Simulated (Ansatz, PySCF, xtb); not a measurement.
Pair of molecules: HCl (SMILES Cl) (first 2 atoms) with C2H6O (SMILES COC); geometry from B3LYP-D3(BJ)/def2-TZVP, rigid monomers moved along the line of their centres of mass till Cl1···O4 is 2.79 Å.
(charge 0, multiplicity 1):
```xyz
11

Cl    -0.4248     0.4882     0.3549
H     -1.1121     0.8349    -0.6718
C     -0.2701    -1.1527     3.1845
O      0.6790    -0.1711     2.8306
C      0.4341     1.0675     3.4595
H     -1.2844    -0.8502     2.8944
H     -0.2581    -1.3479     4.2649
H     -0.0073    -2.0661     2.6535
H     -0.5487     1.4689     3.1815
H      1.2063     1.7595     3.1274
H      0.4788     0.9754     4.5527
```

Counterpoise-corrected where a basis set is named; no monomer relaxation.

Rows in 6-31G* carry no dispersion term and start afresh at each structure (6-31G* with six Cartesian d functions).

Codes used: Ansatz (a quantum-chemistry and plane-wave program); PySCF for 6-31G* rows; xtb for the GFN methods. Values without a source in brackets are computed.

Task: One of these levels gives 123.6 meV for the interaction energy. Which?
A) HF/6-31G*
B) GFN1-xTB
C) GFN-FF
D) B3LYP/def2-TZVPPD

Result: A, HF/6-31G*. The others give -43.3 (GFN-FF), 13.7 (GFN1-xTB), 64.5 (B3LYP/def2-TZVPPD)
